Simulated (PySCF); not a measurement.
Al(F)(Me)(vinyl) (C₃H₆AlF), SMILES [CH3][Al]([CH]=C)[F].

Coordinates come from a B3LYP-D3(BJ)/def2-SVP optimisation. The structure was generated by enumeration; whether it is a known compound was not checked. One conformer was computed; it need not be the lowest.

All values below come from HF/def2-TZVP in PySCF.

Gas-phase values at a fixed geometry.

Computed frontier levels, gap, dipole moment and polarisability:
```json
{
  "highest_occupied_level": "-10.44 eV",
  "lowest_empty_level": "1.94 eV",
  "orbital_gap": "12.38 eV",
  "dipole_moment": "2.21 D",
  "quadrupole, principal values (traceless, Buckingham form, about the centre of nuclear charge)": "-6.09, 1.94, 4.16 D·Å",
  "mean_static_polarisability": "55.4 bohr³ (8.22 Å³)",
  "polarisability_principal_values": "42.2, 56.7, 67.4 bohr³"
}
```
